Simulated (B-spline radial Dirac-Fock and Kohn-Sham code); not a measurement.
Level of theory: a relativistic central-field model (Hartree-Slater potential of the initial state, Latter tail, multipole expansion of the photon field, Dirac-Fock thresholds); a radial B-spline solver. Kinetic energies are from the vacuum level. Open shells are spread statistically over j, without multiplet splitting. Without correlation, outer binding energies are uncertain by a few eV, most for open f shells.

**Question.** A free atom or ion in its tabulated ground configuration is ionised with 8940 eV photons and gives these photoelectron lines. Identify it and assign the lines.

```tsv
kinetic energy (eV)	relative cross section
2860.9	49.1
3231.4	59.2
3608.3	100.0
7561.4	10.8
7716.8	9.2
7791.2	15.8
8060.5	3.7
8075.9	5.0
8595.5	2.5
8654.3	1.9
8669.9	3.3
8767.4	0.68
8770.0	0.93
8838.0	0.53
8853.4	0.12
8856.2	0.21
```

**Answer.** Ba⁶⁺, [Kr] 4d10 5s2 5p2. Binding energies are hν less the kinetic energy: 2s 6079.1 eV, 2p1/2 5708.6 eV, 2p3/2 5331.7 eV, 3s 1378.6 eV, 3p1/2 1223.2 eV, 3p3/2 1148.8 eV, 3d3/2 879.5 eV, 3d5/2 864.1 eV, 4s 344.5 eV, 4p1/2 285.7 eV, 4p3/2 270.1 eV, 4d3/2 172.6 eV, 4d5/2 170.0 eV, 5s 102.0 eV, 5p1/2 86.58 eV, 5p3/2 83.77 eV.

**Question.** A free atom or ion in its tabulated ground configuration is ionised with 638 eV photons and gives these photoelectron lines. Identify it and assign the lines.

```
kinetic energy (eV)  relative cross section
              431.2                    39.7
              484.0                    50.4
              487.6                   100.0
              576.8                    55.2
              577.2                    81.2
```

**Answer.** Ga³⁺, [Ar] 3d10. Binding energies are hν less the kinetic energy: 3s 206.8 eV, 3p1/2 154.0 eV, 3p3/2 150.4 eV, 3d3/2 61.20 eV, 3d5/2 60.77 eV.

Values without a named source are computed, but for edge energies of neutral atoms, which are taken from tables.
